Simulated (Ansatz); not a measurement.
One change: `Cl[Si](Cl)(Cl)[SeH]` becomes `[Cl][Ge]([Cl])([Cl])[SeH]`.

Ansatz, PBE0-D4/def2-TZVP geometries, multiplicity 1. Each molecule was computed in one conformer, which needn't be the lowest.

Scalar relativity is left out up to krypton.

```tsv
property	`Cl[Si](Cl)(Cl)[SeH]`
HOMO energy (B3LYP/def2-TZVPP) / eV	-7.45
LUMO energy (PBE0/def2-TZVPP) / eV	-0.89
size of the dipole moment (B3LYP/def2-TZVPP) / D	1.01
LUMO energy (PBE/def2-TZVPP) / eV	-1.80
HOMO–LUMO gap (PBE0/def2-TZVPP) / eV	6.82
HOMO energy (PBE0/def2-TZVPP) / eV	-7.71
```

Question: What does the change do to each property? (An estimate is asked.)

Answer: The calculation gave: 
```json
{"property": "HOMO energy (B3LYP/def2-TZVPP) / eV", "`[Cl][Ge]([Cl])([Cl])[SeH]`": "-7.65", "shift": "-0.20"}
{"property": "LUMO energy (PBE0/def2-TZVPP) / eV", "`[Cl][Ge]([Cl])([Cl])[SeH]`": "-2.16", "shift": "-1.27"}
{"property": "size of the dipole moment (B3LYP/def2-TZVPP) / D", "`[Cl][Ge]([Cl])([Cl])[SeH]`": "1.62", "shift": "0.61"}
{"property": "LUMO energy (PBE/def2-TZVPP) / eV", "`[Cl][Ge]([Cl])([Cl])[SeH]`": "-3.06", "shift": "-1.26"}
{"property": "HOMO–LUMO gap (PBE0/def2-TZVPP) / eV", "`[Cl][Ge]([Cl])([Cl])[SeH]`": "5.75", "shift": "-1.07"}
{"property": "HOMO energy (PBE0/def2-TZVPP) / eV", "`[Cl][Ge]([Cl])([Cl])[SeH]`": "-7.91", "shift": "-0.20"}
```

With PBE0 the HOMO falls by 0.20 eV and the LUMO falls by 1.27 eV, so the gap narrows by about 1.07 eV. PBE moves the HOMO by -0.18 eV and ωB97M-V by -0.21 eV. Dipoles are sizes alone; their direction can turn.

B3LYP here is the variant with VWN-RPA as its local correlation; programs differ in this.

Spin–orbit coupling is left out; it splits and shifts lone-pair levels of the heavy atoms by tenths of an eV.
